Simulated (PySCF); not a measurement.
**Dipole response of Os⁺ (osmium, charge +1)**

[Xe] 4f14 5d7, high-spin 4F determinant (an excited configuration). All numbers are calculated (PySCF 2.14, a scalar-relativistic core potential, in aug-cc-pVTZ-PP with ECP60MDF). Coupled (time-dependent) response in atomic units; α is the mean over directions.

```tsv
method	mean α (bohr³)	C₆ (like pair)	S(−4)
B97-3	20.15	150.1	178.6
PBEsol	21.34	161.5	203.0
```

S(−4) is the Cauchy moment in α(ω) = α(0) + S(−4) ω² + …

Spin-orbit coupling is absent.

α(iu) at PBEsol:

```tsv
u (hartree)	α(iu) (bohr³)
0	21.34
0.0500	20.85
0.100	19.60
0.200	16.37
0.300	13.58
0.500	9.804
0.750	7.017
1.00	5.296
1.50	3.342
2.00	2.298
3.00	1.266
5.00	0.5404
```

A single London oscillator, α(iu) = α/(1 + u²/ω²), gives C₆ = (3/4) ω α². Matching the computed C₆ needs ω = 4 × 161.5 / (3 × 21.34²) = 0.473 hartree.

For an ion, C₆ is the dispersion term alone; charge-induced terms of lower order in 1/R come first.

Energies and moments cover only the electrons outside the core potential. Spin-orbit coupling, absent here, splits the open shell strongly.
